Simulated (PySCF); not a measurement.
## Zr (zirconium, neutral): PBE0 calculation

Configuration: [Kr] 4d2 5s2, high-spin 3F determinant. All numbers are calculated (PySCF 2.14, scalar relativity through the core potential, in cc-pVDZ-PP with ECP28MDF).

```json
{"Total energy": "-46.7380 hartree", "One-electron energy": "-77.6915 hartree", "Hartree (Coulomb) energy": "36.6994 hartree", "Exchange-correlation energy": "-5.7459 hartree", "⟨S²⟩": "2.0030", "⟨L²⟩": "12.007", "Sum of ⟨r⟩": "22.94 bohr", "Sum of ⟨r²⟩": "61.96 bohr²", "Time after the integrals": "0.56 s of wall time on 1 thread of Neoverse-N1 (shared host)"}
```

| shell | electrons | mean orbital energy (eV) | rms radius, mean of both spins (bohr) |
| --- | --- | --- | --- |
| 4s α | 1 | -58.707 | 1.30 |
| 4s β | 1 | -57.524 | 1.30 |
| 4p α | 3 | -35.362 | 1.48 |
| 4p β | 3 | -33.908 | 1.48 |
| 4d α | 2 | -5.508 | 2.47 |
| 5s α | 1 | -5.222 | 4.08 |
| 5s β | 1 | -4.604 | 4.08 |

Energies and moments cover only the electrons outside the core potential.
